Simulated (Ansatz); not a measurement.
An input meant for Ge(eta1-allyl)2H2 (C6H12Ge) (charge 0, singlet).

```yaml
crystal:
  periodic: [false, false, false]
  atoms:
    - {symbol: Ge, position_ang: [-0.317539, 0.003008, -0.227427]}
    - {symbol: C, position_ang: [-0.347823, -0.164522, 1.758899]}
    - {symbol: C, position_ang: [-1.747320, -0.137411, 2.282110]}
    - {symbol: C, position_ang: [-2.442344, -1.201365, 2.729835]}
    - {symbol: H, position_ang: [0.255079, 0.679554, 2.156412]}
    - {symbol: H, position_ang: [0.171000, -1.110056, 2.020400]}
    - {symbol: H, position_ang: [-2.251008, 0.847367, 2.257985]}
    - {symbol: H, position_ang: [-1.991947, -2.207655, 2.772845]}
    - {symbol: H, position_ang: [-3.484260, -1.103595, 3.071102]}
    - {symbol: C, position_ang: [1.554823, 0.154648, -0.895086]}
    - {symbol: C, position_ang: [1.598935, 0.138321, -2.388657]}
    - {symbol: C, position_ang: [1.810389, 1.206045, -3.182857]}
    - {symbol: H, position_ang: [2.115885, -0.699099, -0.458867]}
    - {symbol: H, position_ang: [1.980081, 1.092369, -0.481058]}
    - {symbol: H, position_ang: [1.402089, -0.840600, -2.865120]}
    - {symbol: H, position_ang: [2.005075, 2.207543, -2.762795]}
    - {symbol: H, position_ang: [1.795020, 1.117019, -4.279866]}
    - {symbol: H, position_ang: [-1.111231, 1.269012, -0.657833]}
    - {symbol: H, position_ang: [-0.994913, -1.250592, -0.850011]}
basis:
  gaussian: {orbitals: "6-31G*"}
hamiltonian: {xc: {name: wB97}}
scf: {max_iter: 3}
output: {forces: true}
```

```sh
$ ansatz run in.yaml --threads 4 --pin off --events-out ev --progress --plain --max-ram 8704MiB
```

Shortened log:

```
Error: invalid value for `basis.gaussian`: such a run doesn't read scf.max_iter; remove what it names
```

In this input the input holds a key that doesn't belong there. The input was rejected before any iteration.
